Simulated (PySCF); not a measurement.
ethenylcyclopropane (C5H8), SMILES C=CC1CC1.

Geometry: PBE-D3(BJ)/def2-SVP. Other conformers were not sampled.

Level of theory: PBE-D3(BJ)/def2-SVP (PySCF 2.14.0).

Harmonic, unscaled wavenumbers; measured fundamentals usually lie a few per cent lower.

Computed vibrational spectrum:
```
mode  ν (cm⁻¹)  IR (km/mol)  moving atoms (share of kinetic energy)
----  --------  -----------  --------------------------------------
1          120          0.1                          C 66 %, H 34 %
2          265          1.2                          C 61 %, H 39 %
3          303          1.0                          H 59 %, C 41 %
4          437          1.1                          C 73 %, H 27 %
5          658          5.6                          H 66 %, C 34 %
6          744          0.2                          H 90 %, C 10 %
7          804          4.0                          H 68 %, C 32 %
8          807          1.0                          H 60 %, C 40 %
9          871         43.8                          H 70 %, C 30 %
10         892          0.6                          C 76 %, H 24 %
11         954         37.3                          H 50 %, C 50 %
12         964          7.8                          H 83 %, C 17 %
13         982          5.2                           H 91 %, C 9 %
14        1012          1.9                          H 56 %, C 44 %
15        1019          5.9                          H 71 %, C 29 %
16        1077          2.6                          H 90 %, C 10 %
17        1141          0.7                          H 71 %, C 29 %
18        1191          0.9                          H 54 %, C 46 %
19        1195          4.2                          C 50 %, H 50 %
20        1259          2.8                          H 80 %, C 20 %
21        1305          1.0                          H 66 %, C 34 %
22        1385          2.4                                  H 92 %
23        1396          0.0                          H 78 %, C 22 %
24        1440          1.0                          H 58 %, C 42 %
25        1670         34.0                          C 89 %, H 11 %
26        3053          9.7                                  H 92 %
27        3061         14.5                                  H 96 %
28        3064          8.6                                  H 95 %
29        3074          2.6                                  H 94 %
30        3083          9.2                           H 92 %, C 8 %
31        3151          0.1                          H 89 %, C 11 %
32        3162          8.5                          H 89 %, C 11 %
33        3172          9.7                          H 89 %, C 11 %
```
